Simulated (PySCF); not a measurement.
**First hyperpolarisability: SMILES CC(C)(C)C1=CC=CN=C1, C$_{9}$H$_{13}$N**

Geometry:
```tsv
atom	x (Å)	y (Å)	z (Å)
C1	-1.786	0.077	1.382
C2	-1.173	-0.063	-0.012
C3	-1.655	-1.386	-0.626
C4	-1.652	1.112	-0.876
C5	0.354	-0.060	0.037
C6	1.090	0.057	1.218
C7	2.483	0.051	1.169
C8	3.106	-0.074	-0.069
N9	2.427	-0.186	-1.209
C10	1.101	-0.178	-1.147
H11	-1.495	-0.754	2.043
H12	-1.493	1.022	1.865
H13	-2.884	0.070	1.307
H14	-1.280	-1.521	-1.651
H15	-2.755	-1.412	-0.665
H16	-1.313	-2.245	-0.027
H17	-1.307	2.072	-0.462
H18	-1.280	1.039	-1.909
H19	-2.753	1.134	-0.918
H20	0.587	0.153	2.182
H21	3.076	0.141	2.081
H22	4.199	-0.082	-0.145
H23	0.583	-0.274	-2.108
```

Theory: quadratic response CAM-B3LYP/def2-SVPD first hyperpolarisability, Taylor convention, gas phase (PySCF). Geometry: PBE0-D3(BJ)/def2-SVP.

Q: What is the first hyperpolarisability, and how does it disperse?

A: In au, Taylor convention; the vector part is βᵢ = ⅓ Σⱼ (βᵢⱼⱼ + βⱼᵢⱼ + βⱼⱼᵢ); β∥ is 3/5 of the vector part along the dipole, the dipole points from − to +:
```
                   process  λ (nm)  β vector norm     β∥  β HRS  depolarisation ratio
           static β(0;0,0)       ∞           59.5  -28.9   26.1                  4.20
second harmonic β(−2ω;ω,ω)    1907           61.7  -29.4   27.1                  4.20
         Pockels β(−ω;ω,0)    1907           60.2  -29.1      –                     –
second harmonic β(−2ω;ω,ω)    1064           67.4  -30.3   29.7                  4.25
         Pockels β(−ω;ω,0)    1064           61.8  -29.4      –                     –
```

Q: Which lowest excitations, dipole and polarisabilities go with it?

A: S1 5.03 eV (f = 0.004); S2 5.38 eV (f = 0.000); S3 5.50 eV (f = 0.055); dipole 2.56 D; isotropic α 110.3 au static, 110.6 au at 1907 nm, 111.4 au at 1064 nm, 111.7 au at 953.5 nm, 114.8 au at 532 nm.
